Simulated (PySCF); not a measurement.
The complex [CrF5]3- (charge -3) contains Cr(II), shell d4. The structure is a model geometry with rigid ligands and bond lengths from ionic radii, not a minimum; coordination square pyramidal, point group C4v, metal–donor distances 2.04 Å.

```
6

Cr    0.0000    0.0000    0.0000
F     0.0000    0.0000    2.0400
F     2.0090    0.0000   -0.3542
F    -2.0090    0.0000   -0.3542
F     0.0000    2.0090   -0.3542
F     0.0000   -2.0090   -0.3542
```

Method (PySCF 2.14, density fitting): CASSCF(4,5) with orbitals averaged over all microstates of the shell, strongly contracted NEVPT2 on the averaged canonical orbitals; basis x2c-TZVPall on the metal, x2c-SVPall elsewhere; spin-free X2C; IEF-PCM water; spin-orbit coupling by state interaction with the mean-field operator over all roots.

(1) Which term lies lowest, and with what spin?

(2) Where do the spin-allowed transitions within the shell lie?

(3) Which is the lowest state of another spin?

(4) What ligand-field parameters describe the result?

(5) What are the magnetic parameters?

NEVPT2 lifts 5A1 from 8111 to 9914 cm⁻¹; on the d shell alone such lifts tend to overshoot. Gaps between spin states lean to high spin in this active space.

The job took 11 s on one thread of Arm Neoverse V1 (shared host), with 118 basis functions, launched as `OMP_NUM_THREADS=1 python lf_run.py task.json out`.

Results:

(1) 5B1 (S = 2, orbital degeneracy 1), orbital occupations from the lowest 1.0 1.0 1.0 1.0 0.0, by NEVPT2.

(2) By NEVPT2: 5A1 at 9914 cm⁻¹ (1009 nm); 5B2 at 11247 cm⁻¹ (889 nm); 5E at 12865 cm⁻¹ (777 nm). The strongest, at 12865 cm⁻¹, has f = 3.3e-08.

(3) 3E at 16972 cm⁻¹ by NEVPT2; CASSCF alone puts it at 18308 cm⁻¹ above the same ground state.

(4) At CASSCF level (the NEVPT2 levels don't fit a ligand-field model well): orbital energies 0, 0, 1533, 2827, 11745 cm⁻¹; B = 985 cm⁻¹; C = 3710 cm⁻¹; B over its free-ion value at the same level 0.948; rms of the fit 226 cm⁻¹; ζ = 229 cm⁻¹ (free ion 239).

(5) The ground multiplet follows a spin Hamiltonian with S = 2, g = 1.963, 1.994, 1.994, D = -1.83 cm⁻¹, E/|D| = 0.00 (spin-orbit part alone); the lowest levels hold 100 % of the spin-free ground state. μeff is 4.88 μB at 300 K and 4.81 μB at 10 K; the spin-only value is 4.90 μB.
